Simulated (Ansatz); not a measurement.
Reaction (ligand exchange at the In–O bond): `[NH2][In]([NH2])[OH]` + `CNC` → `C[N](C)[In]([NH2])[NH2]` + H₂O

Isolated molecules relaxed with PBE0-D4/def2-TZVP in Ansatz; ΔE leaves out vibrations. CBS: MP2 limit from def2 TZ/QZ plus the TZ coupled-cluster correction, frozen cores. This one scheme is used for every species. DFT in def2-TZVPP. HSE06 is defined as in plane-wave codes. Elements past krypton have def2 core potentials. For In outer-core shells are correlated without core-valence functions, which leaves a few kJ/mol of doubt a bond. Each species was taken in one conformer, which may not be the lowest.

| species | HSE06-D4 energy (Eh) |
| --- | --- |
| `[NH2][In]([NH2])[OH]` | -377.77172 |
| `CNC` | -135.04477 |
| `C[N](C)[In]([NH2])[NH2]` | -436.42844 |
| H₂O | -76.37741 |

(1) Work out ΔE.

Largest T1 diagnostic among the species: 0.015.

Results:

(1) ΔE = (-436.42844) + (-76.37741) − (-377.77172) − (-135.04477) = 0.01064 Eh = +27.9 kJ/mol. CCSD(T)/CBS gives +22.1 kJ/mol.

In def2-TZVPP, CCSD(T) changes the Hartree–Fock value by −21.2 kJ/mol (the triples alone add −2.5 kJ/mol) and MP2 by −24.5 kJ/mol. At CCSD(T), def2-SVP lies +3.2 kJ/mol from the extrapolated value and def2-TZVPP +1.1 kJ/mol.
